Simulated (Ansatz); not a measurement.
One geometry of the cluster PtO₂, several levels of theory.

```yaml
crystal:
  periodic: [false, false, false]
  atoms:
    - {symbol: Pt, position_ang: [0.000004, 0.000008, -0.000008]}
    - {symbol: O, position_ang: [-1.611157, 0.258618, -0.515831]}
    - {symbol: O, position_ang: [1.611153, -0.258625, 0.515839]}
basis:
  gaussian: {orbitals: def2-TZVP, initial_orbitals: start.molden}
hamiltonian: {xc: pbe0, dispersion: d4}
output: {orbitals: {seedname: orbitals}}
```

The file start.molden holds the orbitals of an earlier run on this structure, at another level or in another basis.

```sh
$ ansatz run in.yaml --threads 4 --pin off --events-out ev --progress --plain --max-ram 3916MiB
```

Output, abridged:

```
Functional definition: PBE0
716 factors; their error is unknown
mean field evaluation 1: about -7289.0768 eV, gradient 3.0e2 eV
mean field evaluation 2: about -7305.0118 eV, gradient 2.8e1 eV
mean field evaluation 4: about -7320.7257 eV, gradient 2.1e1 eV
mean field evaluation 8: about -7334.3121 eV, gradient 1.1e1 eV
mean field evaluation 16: about -7280.4215 eV, gradient 1.7e2 eV
mean field -7335.87660767 eV, -269.5884928960 hartree, gradient 4.2e-5 eV, S^2 0.000000; 1 other end points of the search recorded, 0 dependent functions left out
reference -7335.87663373 eV, -269.5884938539 hartree; 17, 17 occupied and 85, 85 virtual orbitals, 716 factors
Total energy: -7335.91656108 eV, -269.5899611570 hartree
```

Run time 1.2 s (4 threads of Arm Neoverse V1 on a shared host).

The first input with `hamiltonian: {xc: pbe, dispersion: d4}`, `scf: {omitted_lower_state_checks: [starts]}` (abridged; 0.65 s):

```
Functional definition: PBE
mean field -7338.99527407 eV, -269.7031017725 hartree, gradient 1.1e-5 eV, S^2 0.000000
Total energy: -7339.04312354 eV, -269.7048602079 hartree
Checks for a lower state left out: starts
```

First input, but with `gaussian: {orbitals: def2-TZVPD, initial_orbitals: start.molden}`, `hamiltonian: {xc: r2scan, dispersion: d4}`, `scf: {omitted_lower_state_checks: [starts]}` (abridged; 1.8 s):

```
Functional definition: r2SCAN
mean field -7340.85293248 eV, -269.7713694597 hartree, gradient 9.8e-6 eV, S^2 0.000000
Total energy: -7340.86303518 eV, -269.7717407272 hartree
Checks for a lower state left out: starts
```

The first input with `hamiltonian: {xc: pbe}`, `correlation: {method: rpa}`, `scf: {omitted_lower_state_checks: [starts]}` and without the key `output` (abridged; 1.4 s):

```
Functional definition: PBE
mean field -7338.99526510 eV, -269.7031014429 hartree, gradient 2.5e-6 eV, S^2 0.000000
2 core orbitals not correlated: weight in the atoms' cores, before any rotation towards them, 1.000 or more for the frozen orbitals, at most 0.000 for the correlated occupied ones
Total energy: -7329.17092041 eV, -269.3420634347 hartree
Checks for a lower state left out: starts
```

As the first input, with `gaussian: {orbitals: def2-TZVPD, initial_orbitals: start.molden}`, `scf: {omitted_lower_state_checks: [starts]}` (abridged; 1 s):

```
Functional definition: PBE0
mean field -7335.94447619 eV, -269.5909870182 hartree, gradient 5.0e-6 eV, S^2 0.000000
Total energy: -7335.98443890 eV, -269.5924556207 hartree
Checks for a lower state left out: starts
```

First input, but with `gaussian: {orbitals: def2-SVP, initial_orbitals: start.molden}`, `hamiltonian: {xc: pbe, dispersion: d4}`, `scf: {omitted_lower_state_checks: [starts]}` (abridged; 0.4 s):

```
Functional definition: PBE
mean field -7333.54628027 eV, -269.5028549436 hartree, gradient 2.7e-5 eV, S^2 0.000000
Total energy: -7333.59413431 eV, -269.5046135472 hartree
Checks for a lower state left out: starts
```

As the first input, with `hamiltonian: {xc: {name: B97M-V}}`, `scf: {omitted_lower_state_checks: [starts]}` (abridged; 2.1 s):

```
Functional definition: B97M-V
mean field -7339.18786061 eV, -269.7101791973 hartree, gradient 1.5e-5 eV, S^2 0.000000
Total energy: -7339.18791236 eV, -269.7101810990 hartree
Checks for a lower state left out: starts
```

Geometry: PBE-D4/def2-TZVP.

In the def2 sets Pt takes a core potential; there is no spin–orbit coupling. Correlated methods freeze 2 core orbitals; core or outer-core shells of Pt are correlated, in sets that lack core-valence functions. At PBE0-D4/def2-TZVP the restricted singlet is unstable: a solution with broken spin symmetry lies lower. The structure comes from a short search, and lower isomers may exist.
